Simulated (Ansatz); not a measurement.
One change: `F[SiH2]O[SiH3]` becomes `O[SiH2]F`.

Ansatz, PBE0-D4/def2-TZVP geometries, multiplicity 1. Each molecule was computed in one conformer, which needn't be the lowest.

```tsv
property	`F[SiH2]O[SiH3]`
size of the dipole moment (ωB97M-V/def2-TZVPP) / D	1.18
HOMO energy (PBE0/def2-TZVPP) / eV	-9.01
LUMO energy (B3LYP/def2-TZVPP) / eV	-0.27
HOMO energy (ωB97M-V/def2-TZVPP) / eV	-11.29
LUMO energy (PBE0/def2-TZVPP) / eV	-0.05
zero-point energy (PBE0-D4/def2-TZVP) / kJ/mol	132.2
```

Q: What does the change do to each property? (Estimate.)

A: The calculation gave: 
```tsv
property	`O[SiH2]F`	shift
size of the dipole moment (ωB97M-V/def2-TZVPP) / D	1.60	0.42
HOMO energy (PBE0/def2-TZVPP) / eV	-9.32	-0.31
LUMO energy (B3LYP/def2-TZVPP) / eV	0.03	0.30
HOMO energy (ωB97M-V/def2-TZVPP) / eV	-11.63	-0.34
LUMO energy (PBE0/def2-TZVPP) / eV	0.37	0.42
zero-point energy (PBE0-D4/def2-TZVP) / kJ/mol	89.9	-42.3
```

With PBE0 the HOMO falls by 0.31 eV and the LUMO rises by 0.42 eV, so the gap widens by about 0.73 eV. PBE moves the HOMO by -0.24 eV and ωB97M-V by -0.34 eV. The zero-point energy changes by -42.3 kJ/mol with -9 modes. Dipoles are sizes alone; their direction can turn.

B3LYP here is the variant with VWN-RPA as its local correlation; programs differ in this.
